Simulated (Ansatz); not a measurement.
`C[O][Zn][OH]`, one more setting.

```yaml
crystal:
  periodic: [false, false, false]
  atoms:
    - {symbol: C, position_ang: [0.096490, 1.311587, -0.819866]}
    - {symbol: O, position_ang: [0.863684, 0.309550, -0.211730]}
    - {symbol: Zn, position_ang: [0.231972, -1.025013, 0.751990]}
    - {symbol: O, position_ang: [-0.258818, -2.331967, 1.833126]}
    - {symbol: H, position_ang: [0.773798, 2.003431, -1.332623]}
    - {symbol: H, position_ang: [-0.487795, 1.899206, -0.098820]}
    - {symbol: H, position_ang: [-0.599934, 0.917320, -1.572508]}
    - {symbol: H, position_ang: [-0.527197, -3.141314, 1.394731]}
basis:
  gaussian: {orbitals: 6-31G}
hamiltonian: {xc: {name: SPW92}}
```

```sh
$ ansatz run in.yaml --threads 4 --pin off --events-out ev --progress --plain --max-ram 10444MiB
```

It prints (some lines left out):

```
Functional definition: SPW92
699 factors; integrals over basis functions are off by at most 3.2e-4 eV
mean field evaluation 1: about -53470.9586 eV, gradient 9.9e1 eV
mean field evaluation 2: about -53346.9760 eV, gradient 2.4e2 eV
mean field evaluation 4: about -53486.2173 eV, gradient 2.9e1 eV
mean field evaluation 8: about -53487.2847 eV, gradient 3.3e-1 eV
mean field evaluation 16: about -53487.2734 eV, gradient 7.0e-5 eV
mean field -53487.27339351 eV, -1965.6210422353 hartree, gradient 7.0e-5 eV, S^2 0.000000; 0 other end points of the search recorded, 0 dependent functions left out
reference -53487.27343628 eV, -1965.6210438071 hartree; 28, 28 occupied and 36, 36 virtual orbitals, 699 factors
Total energy: -53487.27343628 eV, -1965.6210438071 hartree
```

Hardware: 4 threads of an Arm Neoverse V1 on a shared host. Wall time 0.45 s, peak host memory 0.1 GiB.
